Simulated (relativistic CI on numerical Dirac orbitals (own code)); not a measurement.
Radial parameters of Ni21+

Calculated at this level of theory: Dirac-Coulomb-Breit CI, separate exchange-only KLI orbitals for each configuration, model QED (radiative potential, 1s self-energy scaled to tabulated hydrogen-like ionisation energies), unscaled Slater integrals (own radial code, finite nucleus).

Slater integrals F^k, G^k are unscaled and averaged over j, outside the closed core 1s2; ζ comes from projecting the Hamiltonian with its Breit term on Σ l·s of the shell.

- 2s²2p³: F^2(2p,2p) = 476490, ζ(2p) = 103320 cm⁻¹; <r>(2p) = 0.2, <r^2>(2p) = 0.04845 (bohr units).
- 2s2p⁴: F^2(2p,2p) = 475030, G^1(2s,2p) = 514760, ζ(2p) = 102390 cm⁻¹; <r>(2s) = 0.2316, <r^2>(2s) = 0.0629, <r>(2p) = 0.2005, <r^2>(2p) = 0.04874 (bohr units).
- 2p⁵: ζ(2p) = 101490 cm⁻¹; <r>(2p) = 0.2013, <r^2>(2p) = 0.04914 (bohr units).

Averages of the first 10 configurations, taken without configuration mixing, which lowers the lowest level and can move excited configurations by several eV; other configurations of the list can lie among them:

| Configuration | Parity | States | Average energy above the lowest level (eV) |
| --- | --- | --- | --- |
| 2s²2p³ | odd | 20 | 27.5 |
| 2s2p⁴ | even | 30 | 142.5 |
| 2p⁵ | odd | 6 | 277.9 |
| 2p⁴3s | even | 30 | 1311.1 |
| 2p⁴3p | odd | 90 | 1342.5 |
| 2p⁴3d | even | 150 | 1378.0 |
| 2s²2p²3s | even | 30 | 1087.4 |
| 2s²2p²3p | odd | 90 | 1121.8 |
| 2s²2p²3d | even | 150 | 1157.7 |
| 2s2p³3s | odd | 80 | 1188.9 |
